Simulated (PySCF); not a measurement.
Pb(Br)(SH) (BrHPbS), SMILES [SH][Pb][Br] (connectivity only; charge and spin as stated), neutral, multiplicity 1.

Geometry optimised at PBE0-D3(BJ)/def2-SVP. The def2 effective core potentials stand for the cores of Pb; spin–orbit coupling is left out. The values are those of a single conformer.

All values below come from TDA-ωB97X/def2-SVPD run with PySCF.

Vertical excitations. Gas-phase values at a fixed geometry. State labels are in the subgroup Cs.

Task: Estimate the UV-visible absorptions. (Estimate from the structure and the level; the computed values follow.)

Result: 
```
state  symmetry  energy (eV)  λ (nm)      f                            main pairs
-----  --------  -----------  ------  -----  ------------------------------------
S1           A"         3.54     351  0.011                        HOMO→LUMO 97 %
S2           A'         4.21     294  0.034                      HOMO−1→LUMO 89 %
S3           A"         4.58     271  0.005                      HOMO−2→LUMO 97 %
S4           A'         4.94     251  0.001                      HOMO−3→LUMO 82 %
S5           A"         5.08     244  0.000                      HOMO−4→LUMO 96 %
S6           A'         5.41     229  0.083                      HOMO→LUMO+1 79 %
S7           A"         5.60     222  0.014                    HOMO−1→LUMO+1 91 %
S8           A"         5.71     217  0.011                    HOMO−1→LUMO+2 84 %
S9           A"         6.15     202  0.000                    HOMO−3→LUMO+1 81 %
S10          A'         6.20     200  0.088  HOMO−2→LUMO+1 62 %, HOMO→LUMO+2 12 %
T1           A"         3.06     406      0                        HOMO→LUMO 93 %
T2           A'         3.54     350      0                      HOMO−1→LUMO 96 %
T3           A"         4.42     281      0                      HOMO−2→LUMO 90 %
T4           A'         4.50     275      0                      HOMO−3→LUMO 95 %
```
Triplets are in the Tamm–Dancoff approximation.
